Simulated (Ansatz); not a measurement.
`O[SiH](Cl)CF` + `N[SiH](O)O` → `O[SiH](O)N[SiH](O)Cl` + `CF`  (ligand exchange at the Si–C bond)

Calculated with Ansatz (gas phase, PBE0-D4/def2-TZVP geometries, no zero-point term in ΔE). CBS: MP2 limit from def2 TZ/QZ plus the TZ coupled-cluster correction, frozen cores. This one scheme is used for every species. DFT in def2-TZVPP. Each species was taken in one conformer, which may not be the lowest.

Problem. Is it downhill or uphill in electronic energy at CCSD(T)/CBS, and by how much? (An estimate is asked.)

Solution. The calculation gave: Downhill: ΔE = -103.5 kJ/mol.

Problem. What do these levels give: r2SCAN-D4, PBE0-D4, ωB97X-V, PBE, r2SCAN, HF/def2-TZVPP, MP2/def2-TZVPP, CCSD/def2-TZVPP, CCSD(T)/def2-TZVPP, HF/def2-QZVPP, SCS-MP2/def2-QZVPP, HF/CBS(def2)? (Estimate.)

Solution. The calculation gave: r2SCAN-D4 -101.8, PBE0-D4 -100.3, ωB97X-V -100.1, PBE -88.1, r2SCAN -99.8, HF/def2-TZVPP -106.3, MP2/def2-TZVPP -108.1, CCSD/def2-TZVPP -104.2, CCSD(T)/def2-TZVPP -104.7, HF/def2-QZVPP -106.8, SCS-MP2/def2-QZVPP -105.5, HF/CBS(def2) -106.9 kJ/mol.

Largest T1 diagnostic among the species: 0.011.

From PBE to PBE0 (25 % exact exchange), in def2-TZVPP and without D4, ΔE moves by −6.7 kJ/mol. The D4 term adds −9.4 kJ/mol with B3LYP and −5.5 kJ/mol with PBE0; it sums over pairs of atoms, weighted by their polarisabilities, and B3LYP, whose exchange is more repulsive, gets the larger term.

B3LYP here is the variant with VWN-RPA as its local correlation; programs differ in this.
